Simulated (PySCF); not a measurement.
Correlation energy of Se (selenium, neutral)

[Ar] 3d10 4s2 4p4, high-spin 3P determinant. Calculation: PySCF 2.14, in cc-pVDZ-PP with ECP10MDF (4s3p2d, 23 functions); a scalar-relativistic core potential. Frozen: 3s2 3p6 3d10; 6 electrons correlated.

MP2 pair energies summed by pair of shells (mhartree):

| pair | energy | share (%) |
| --- | --- | --- |
| 4p-4p | -33.39 | 46.6 |
| 4s-4p | -31.83 | 44.4 |
| 4s-4s | -6.39 | 8.9 |

Total MP2 correlation energy: -71.61 mhartree.

Same-spin part -17.89 and opposite-spin part -53.72 mhartree; SCS-MP2 scales them by 1/3 and 6/5 to -70.43 mhartree.

| level | correlation energy (mhartree) |
| --- | --- |
| CCSD | -87.12 |
| (T) | -0.86 |
| CCSD(T) | -87.98 |

Diagnostics: T1 = 0.0063, D1 = 0.0202, largest double amplitude 0.052.

Cost of the coupled-cluster step: 0.07 s of wall time on 1 thread of Neoverse-V2 (shared host), for 6 correlated electrons.
